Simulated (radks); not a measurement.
Results of a calculation; reference values are marked as such.
Question: Numerical settings for neutral carbon, [He] 2s2 2p2. Code: a radial shooting solver on a logarithmic mesh with Libxc functionals. Model: non-relativistic Kohn-Sham, PBE, spin-polarised, spherical densities, point nucleus; open shells are filled with parallel spins first. The defaults (mesh step 0.008 in ln r, mesh end at 40 bohr or more with all orbitals vanishing there, Anderson mixing 0.5 over 9 steps, residual threshold near 1e-9 with the energy settled to 1e-9 hartree or 1e-11 of itself, here a cap of 60 iterations) give E = -37.7937 hartree and 2p at -6.099 eV in 13 iterations. Times are rough (one thread of a shared host). One setting is changed at a time: mesh step in ln r 0.05; mesh step in ln r 0.012; mesh step in ln r 0.03; mesh end (bohr) 1; mesh end (bohr) 5; residual threshold 1e-16; residual threshold 0.001; mixing 1; linear mixing, mixing 0.2; linear mixing, mixing 0.5; mixing history 3; iteration cap 8. Which runs fail to converge, and which converge to a wrong energy?

Answer: Not converged within the cap: residual threshold 1e-16; linear mixing, mixing 0.2; iteration cap 8. Settled on a wrong energy, with an occupied level pushed above zero by the early mesh end: mesh end (bohr) 1 (+26.7 hartree). Apart from these: settings that end as converged yet miss the energy by more than 1 mhartree: mesh end (bohr) 5 (+0.0192 hartree).
